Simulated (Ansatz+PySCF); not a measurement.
Results of a calculation; reference values are marked as such.
## PySCF 2.14.0 run

```python
from pyscf import gto, scf

mol = gto.M(atom="""
B 0.000000 0.000000 0.000000
F 0.810270 0.810270 0.810270
F 0.810270 -0.810270 -0.810270
F -0.810270 0.810270 -0.810270
F -0.810270 -0.810270 0.810270
""", basis='def2-svp', charge=-1, spin=0)
mf = scf.RHF(mol)
mf.init_guess = 'atom'
mf.kernel()
while True:  # follow internal instabilities
    mo, _, stable, _ = mf.stability(return_status=True)
    if stable: break
    mf.kernel(mf.make_rdm1(mo, mf.mo_occ))
print(mf.converged, mf.e_tot, mf.spin_square()[0])
```

The script is written out from the run's settings.

Output:

```
Converged                       : yes
Total energy                    : -422.39459 hartree
Spin squared of the determinant : 0.000
```

Caution: no diffuse functions for an anion.
